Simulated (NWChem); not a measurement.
# Atomisation of C$_{4}$H$_{9}$N

SMILES: C=CN(C)C
```xyz
14

C      1.9191     0.6101     0.0513
C      0.9782    -0.3391    -0.1080
N     -0.3843    -0.1713    -0.1856
C     -1.2385    -1.2781     0.1526
C     -0.9258     1.1457    -0.0100
H      2.9719     0.3278     0.0243
H      1.6839     1.6666     0.1919
H      1.2887    -1.3845    -0.2194
H     -2.2029    -1.1931    -0.3734
H     -1.4514    -1.3536     1.2391
H     -0.7681    -2.2217    -0.1610
H     -0.8257     1.5218     1.0295
H     -0.4108     1.8584    -0.6734
H     -1.9934     1.1457    -0.2738
```
Charge 0, spin multiplicity 1.

Everything below was run with NWChem. The geometry was optimised at PBE0/def2-SVP, with no frequency check, so it may be a saddle point. It is one conformer; others weren't searched.

Basis set: def2-SVP. The atomisation energy is electronic alone: no zero-point, thermal, spin-orbit or counterpoise terms. No value is extrapolated to the basis-set limit. Free atoms are single determinants with multiplicities C 3, N 4, H 2.

B3LYP has NWChem's definition, with VWN1-RPA local correlation. The structure started from a generated list of species. No SCF solution was tested for a lower state. Open-shell Hartree-Fock references start from PBE0 orbitals.

Task: For the atomisation energy, HF gives 978.3 kcal/mol and B3LYP gives 1320.8 kcal/mol. What do PBE0, PBE, CAM-B3LYP give?

Result: PBE0: 1333.3 kcal/mol; PBE: 1354.0 kcal/mol; CAM-B3LYP: 1329.2 kcal/mol.
